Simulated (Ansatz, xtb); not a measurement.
## A geometry optimisation of CH7GaSn with r2SCAN-D4/def2-SVP

The starting geometry of this gas-phase singlet has its atoms placed at random.

| atom | x (Å) | y (Å) | z (Å) |
| --- | --- | --- | --- |
| C | -1.9621 | 1.2048 | 0.8864 |
| Ga | -1.1422 | -0.3087 | -1.6109 |
| Sn | 0.5774 | 0.1448 | 0.4300 |
| H | 1.6581 | 0.9144 | -1.3485 |
| H | -0.8380 | 1.7068 | 1.5918 |
| H | 0.4109 | -2.1576 | 1.2391 |
| H | 0.3880 | 0.7610 | -1.3830 |
| H | -0.6146 | 1.8535 | -0.4271 |
| H | 1.8948 | -1.7226 | 0.0931 |
| H | -2.2169 | -0.0272 | -0.4294 |

**Question.** One run relaxed it with r2SCAN-D4/def2-SVP. What is a likely outcome?

**Answer.** It ends as a structure given below by its coordinates. Distances that change by over a tenth: Sn3–H7 (1.92 → 2.29 Å), H4–H7 (1.28 → 0.79 Å), H6–H9 (1.92 → 0.80 Å). Contacts that open: Ga2–H7 (1.88 → 2.86 Å), Ga2–H10 (1.62 → 2.34 Å). Contacts that close: C1–Sn3 (2.79 → 2.28 Å), C1–H5 (1.42 → 1.10 Å), C1–H8 (1.99 → 1.10 Å), C1–H10 (1.82 → 1.12 Å).

The energy falls by 12.89 eV over 28 steps:

```
step  E − E(last) (eV)
   1            12.886
   4             6.572
   7             2.534
  10             0.397
  13             0.147
  16             0.130
  19             0.107
  22             0.049
  25             0.001
  28             0.000
```

Final geometry (Å):

```xyz
10

C    -0.8941    0.8635    0.5126
Ga   -0.2888   -1.2828   -1.1634
Sn    1.3287    0.7212    0.0428
H     0.8665    1.9426   -1.7942
H    -0.9326    1.0332    1.6014
H    -0.1837   -2.1623    0.7660
H     0.7013    1.2294   -2.0987
H    -1.3382    1.7371    0.0122
H     0.4759   -1.7133    0.8492
H    -1.5795    0.0005    0.3138
```

From the same start GFN2-xTB ends elsewhere, in pieces: CH5GaSn + H2.

From so rough a start the end depends on the optimiser's path, so another program may land elsewhere. The end wasn't checked by frequencies. Atoms past krypton carry core potentials, without spin–orbit terms. Run with Ansatz 0.2.0, 85 s on 2 threads of Arm Neoverse V2, with other jobs on the host.
